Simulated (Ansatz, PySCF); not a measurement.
Gas-phase reaction in SMILES: N[SiH2][SiH2]N → [NH-][SiH2][SiH2]N + H+
Structures are relaxed separately at B3LYP-D3(BJ)/def2-TZVP in Ansatz (an electronic-structure program), one conformer each, not searched for the lowest. Frequencies are from Ansatz or PySCF.
Geometry of the first species:
```
Si
N 1 1.7332
H 2 1.0087 1 120.69
H 2 1.0090 3 110.94 1 144.78
H 1 1.4848 2 107.68 3 -55.61
H 1 1.4924 5 105.84 2 -124.19
Si 1 2.3536 5 112.54 6 -120.97
N 7 1.7332 1 104.67 5 -108.68
H 8 1.0087 7 120.69 1 -175.57
H 8 1.0090 9 110.94 7 144.78
H 7 1.4848 8 107.68 9 -55.61
H 7 1.4924 11 105.84 8 -124.19
```
Charge 0, spin multiplicity 1.

Quantity: gas-phase deprotonation energy (0 K, with B3LYP-D3(BJ) harmonic zero-point energies), in kcal/mol. Cores are frozen in the correlated levels unless marked. No spin-orbit coupling. Non-relativistic. Anions need diffuse functions: aug- sets have them; def2-D sets add few; the other sets have none. Basis-set limits of correlation are two-point, X^-3; Hartree-Fock from the larger set.

```json
[
 {"level": "BLYP/def2-TZVPD", "program": "Ansatz", "gas-phase deprotonation energy (kcal/mol)": "___"},
 {"level": "r2SCAN-D3(BJ)/def2-TZVPD", "program": "Ansatz + dftd3", "gas-phase deprotonation energy (kcal/mol)": "366.2"},
 {"level": "r2SCAN0-D4/def2-TZVPD", "program": "Ansatz + dftd4", "gas-phase deprotonation energy (kcal/mol)": "368.9"},
 {"level": "SCS-MP2/cc-pV(T+d)Z", "program": "Ansatz", "gas-phase deprotonation energy (kcal/mol)": "373.3"},
 {"level": "CCSD(T)/CBS(aug-cc-pV(T+d)Z,aug-cc-pV(Q+d)Z)", "program": "Ansatz", "gas-phase deprotonation energy (kcal/mol)": "367.1"}
]
```

Task: Some entries are withheld; supply them.

Result: 
- BLYP/def2-TZVPD, gas-phase deprotonation energy (kcal/mol): 363.4
